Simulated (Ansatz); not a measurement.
Geometry optimisation, RKS PBE0-D4/def2-SVP (Ansatz).

The input (input.yaml):

```yaml
crystal:
  periodic: [false, false, false]
  atoms:
    - { symbol: Ge, position_ang: [0.451843, 0.082635, -0.076951] }
    - { symbol: H, position_ang: [0.049331, -0.263188, 1.377625] }
    - { symbol: H, position_ang: [1.986063, -0.034728, -0.169786] }
    - { symbol: H, position_ang: [0.023678, 1.513182, -0.414221] }
    - { symbol: H, position_ang: [-0.187477, -0.934394, -1.03205] }
    - { symbol: O, position_ang: [-2.420419, 0.203906, 0.687824] }
    - { symbol: Si, position_ang: [-3.490868, -0.985336, 0.207691] }
    - { symbol: H, position_ang: [-2.800463, -2.292687, -0.020122] }
    - { symbol: H, position_ang: [-4.573162, -1.202231, 1.216312] }
    - { symbol: H, position_ang: [-4.092499, -0.500409, -1.064034] }
    - { symbol: H, position_ang: [-1.798928, -0.01955, 1.412812] }
basis:
  gaussian: { orbitals: def2-SVP }
hamiltonian:
  xc: pbe0
  dispersion: d4
relax:
  f_tol: 0.03
  max_steps: 50
```

Run as:

```bash
$ ansatz run input.yaml --threads 2 --pin off --max-ram 3072MiB --backend cpu --events-out ev --progress --plain --runs-dir out
```

Problem. Where does it end, and by what steps?

Solution. It converged. The force dipped under the threshold on the way, but the program's further checks kept it going. After 18 steps the energy has fallen by 0.064 eV; H11 moved furthest, 0.70 Å.

```
step  energy less start (eV)  largest force component (eV/Å)  accepted
   0                  0.0000                           0.649       yes
   1                 -0.0450                           0.253       yes
   2                 -0.0208                           0.986        no
   3                 -0.0518                           0.109       yes
   4                 -0.0536                           0.093       yes
   5                 -0.0545                           0.028       yes
   6                 -0.0556                           0.045       yes
   7                 -0.0564                           0.169       yes
   8                 -0.0573                           0.105       yes
   9                 -0.0590                           0.027       yes
  10                 -0.0579                           0.224        no
  11                 -0.0602                           0.074       yes
  12                 -0.0609                           0.107       yes
  13                 -0.0615                           0.095       yes
  14                 -0.0624                           0.079       yes
  15                 -0.0634                           0.049       yes
  16                 -0.0638                           0.046       yes
  17                 -0.0640                           0.031       yes
  18                 -0.0641                           0.017       yes
```

```xyz
11
Properties=species:S:1:pos:R:3
Ge 0.492 0.066 -0.158
H 0.378 -0.452 1.286
H 1.959 -0.080 -0.610
H 0.086 1.543 -0.226
H -0.395 -0.779 -1.086
O -2.540 0.239 0.886
Si -3.423 -1.011 0.215
H -2.724 -2.326 0.362
H -4.770 -1.130 0.858
H -3.584 -0.677 -1.225
H -2.332 0.172 1.823
```

Whether the end is a true minimum wasn't checked by a vibrational analysis.

Time of the run: 49 s on 2 threads of Arm Neoverse V1, with other jobs on the host, peak memory 0.23 GiB.
